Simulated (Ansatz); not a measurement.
AsH2(NMe2) (C₂H₈AsN). Charge 0, multiplicity 1. Geometry B3LYP-D4/def2-SVP, basis def2-TZVP, Ansatz.

```json
{"run": "A", "HOMO (eV)": "-6.39", "LUMO (eV)": "0.08"}
{"run": "B", "HOMO (eV)": "-5.04", "LUMO (eV)": "-0.69"}
{"run": "C", "HOMO (eV)": "-5.49", "LUMO (eV)": "-0.63"}
{"run": "D", "HOMO (eV)": "-5.08", "LUMO (eV)": "-0.80"}
{"run": "E", "HOMO (eV)": "-5.33", "LUMO (eV)": "-0.55"}
{"run": "F", "HOMO (eV)": "-5.99", "LUMO (eV)": "-0.30"}
```

HSE06 is defined as in plane-wave codes, on full-range PBE exchange.

Task: The runs used B97M-V, HSE06, PBE, PBE0, r2SCAN, revPBE. Estimate which is which.

Result: A PBE0 (25 % exact exchange); B revPBE (0 % exact exchange); C B97M-V (0 % exact exchange); D PBE (0 % exact exchange); E r2SCAN (0 % exact exchange); F HSE06 (range-separated). Exact exchange lowers occupied and raises empty levels; among semilocal functionals meta-GGAs tend to open the gap a little, and such runs are hard to tell apart. The gap grows from 4.28 eV (PBE) to 6.47 eV (PBE0).
